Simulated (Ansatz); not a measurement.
Method: frozen-core CCSD(T)/cc-pVTZ // PBE-D3(BJ)/def2-TZVP (Ansatz, a program for electronic structure).

Ansatz 0.2 input:
```yaml
crystal:
  periodic: [false, false, false]
  atoms:
    - { symbol: Br, position_ang: [-1.858908, -1.062582, 0.707927] }
    - { symbol: Ga, position_ang: [0.013503, 0.207695, 0.339789] }
    - { symbol: Br, position_ang: [1.735409, -0.836576, -0.755446] }
    - { symbol: H, position_ang: [0.109999, 1.691466, 0.805888] }
basis:
  gaussian: { orbitals: cc-pVTZ }
correlation:
  method: ccsd_t
```

Output:

```
Functional definition: HF
929 factors; integrals over basis functions are off by at most 1.3e-3 eV
mean field evaluation 1: about -192353.9428 eV, gradient 1.7e1 eV
mean field evaluation 2: about -192353.9891 eV, gradient 1.7e1 eV
mean field evaluation 4: about -192355.0430 eV, gradient 1.6e0 eV
mean field evaluation 8: about -192355.0608 eV, gradient 1.3e-1 eV
mean field evaluation 16: about -192354.7774 eV, gradient 9.8e0 eV
mean field -192355.06085675 eV, -7068.9181035424 hartree, gradient 2.6e-6 eV, S^2 0.000000; 0 other end points of the search recorded, 0 dependent functions left out
27 core orbitals not correlated
reference -192355.06085675 eV, -7068.9181035424 hartree; 24, 24 occupied and 92, 92 virtual orbitals, 929 factors
second order -16.22059416 eV of doubles, -0.00000000 eV of singles
cycle   1  -16.34114466 eV  change   -1.2e-1 eV  update   9.1e-2
cycle   2  -16.79982283 eV  change   -4.6e-1 eV  update   2.5e-2
cycle   3  -16.85821157 eV  change   -5.8e-2 eV  update   1.2e-2
cycle   4  -16.84511404 eV  change    1.3e-2 eV  update   3.1e-3
cycle   5  -16.84574087 eV  change   -6.3e-4 eV  update   1.2e-3
cycle   6  -16.84572393 eV  change    1.7e-5 eV  update   3.5e-4
cycle   7  -16.84554654 eV  change    1.8e-4 eV  update   1.3e-4
cycle   8  -16.84560315 eV  change   -5.7e-5 eV  update   4.1e-5
perturbative correction -0.71955378 eV, -0.0264431138 hartree
Total energy: -192372.62601368 eV, -7069.5636111535 hartree
```

Cost: around 40 core-seconds (rough).
